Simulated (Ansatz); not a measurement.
`F[Si]1([GeH3])CS1`. The species carries charge 0 and has multiplicity 1. The geometry is a stationary point of PBE0-D4/def2-TZVP.

```xyz
10

F     0.798    0.456   -2.059
Si   -0.049    0.106   -0.751
Ge    0.890    1.154    1.148
C    -0.893   -1.519   -0.716
S    -2.105   -0.098   -0.919
H     2.403    0.901    1.212
H     0.210    0.560    2.388
H     0.628    2.664    1.086
H    -1.035   -2.071    0.208
H    -0.847   -2.153   -1.597
```

What is the dipole moment at B3LYP/def2-TZVPP? (Estimate.)

Computed: 1.90 D, with components (1.05, -0.60, 1.46) D in this frame, pointing from negative to positive charge.

And with PBE, r2SCAN, ωB97M-V? (Best estimate.)

Ansatz gave: PBE 1.78 D, r2SCAN 1.87 D, ωB97M-V 1.93 D.

Give the Mulliken charges with B3LYP, r2SCAN, PBE in def2-TZVPP. (Best estimate.)

Computed: 
| atom | B3LYP | r2SCAN | PBE |
| --- | --- | --- | --- |
| F1 | -0.30 | -0.30 | -0.26 |
| Si2 | 0.51 | 0.51 | 0.42 |
| Ge3 | -0.02 | 0.01 | -0.01 |
| C4 | -0.26 | -0.19 | -0.22 |
| S5 | -0.22 | -0.24 | -0.20 |
| H6 | 0.01 | 0.00 | 0.01 |
| H7 | 0.01 | 0.01 | 0.01 |
| H8 | 0.01 | 0.00 | 0.01 |
| H9 | 0.13 | 0.10 | 0.12 |
| H10 | 0.13 | 0.10 | 0.12 |

B3LYP here is the variant with VWN-RPA as its local correlation; programs differ in this.
